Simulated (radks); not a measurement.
Effect of the nuclear size on the tungsten ion W+, [Xe] 4f14 5d4 6s1. All-electron calculation, Dirac Kohn-Sham, PBE, spin-unpolarised, spherical densities, finite nucleus; open shells are shared between the two j in proportion to 2j + 1; Fermi nuclear charge, rms radius 5.3658 fm. Program: a radial shooting solver on a logarithmic mesh with Libxc functionals. The rms radius is varied about that value; shifts are against it.

rms radius (fm)  total energy shift (eV)  density at nucleus (e/bohr^3)  1s1/2 shift (meV)  2s1/2 shift (meV)  5s1/2 shift (meV)  5p1/2 shift (meV)  6s1/2 shift (meV)  5d5/2 shift (meV)  6p1/2 (empty) shift (meV)
4.6146                             -15.5                      1.501e+06              -6270               -884              -8.20              0.262             -0.833              0.303                      0.092
5.0814                             -6.04                      1.451e+06              -2450               -345              -3.20              0.102             -0.325              0.118                      0.036
5.3658                                 0                      1.424e+06              0.000              0.000              0.000              0.000              0.000              0.000                      0.000
5.7092                              7.58                      1.394e+06               3070                433               4.02             -0.128              0.408             -0.148                     -0.045
6.5409                              27.2                       1.33e+06              11000               1550               14.4             -0.458               1.46             -0.531                     -0.161

Slopes of the eigenvalues against <r^2> in GHz/fm^2, as finite differences over the two radii next to the reference (eigenvalue slopes, not the field-shift constants of lines): 1s1/2 197000, 2s1/2 27700, 5s1/2 258, 5p1/2 -8.22, 6s1/2 26.2, 5d5/2 -9.50, 6p1/2 (empty) -2.88.
